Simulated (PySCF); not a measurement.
A structure optimised at PBE-D3(BJ)/def2-SVP, used in a PySCF frequency run:

```
C
F 1 1.3467
C 1 1.3682 2 118.63
C 1 1.4153 2 116.49 3 180.00
C 4 1.2261 2 147.53 1 180.00
H 5 1.0814 2 158.94 1 180.00
Cl 3 1.7207 1 120.84 2 0.00
Cl 3 1.7218 1 121.74 2 180.00
```
Charge 0, spin multiplicity 1.

**Question.** Write its SMILES, formula and point group.

**Answer.** C#CC(F)=C(Cl)Cl, C4HCl2F, Cs

**Question.** What are its rotational constants (standard atomic weights)?

**Answer.** 2.3513, 1.4538, 0.89834 GHz
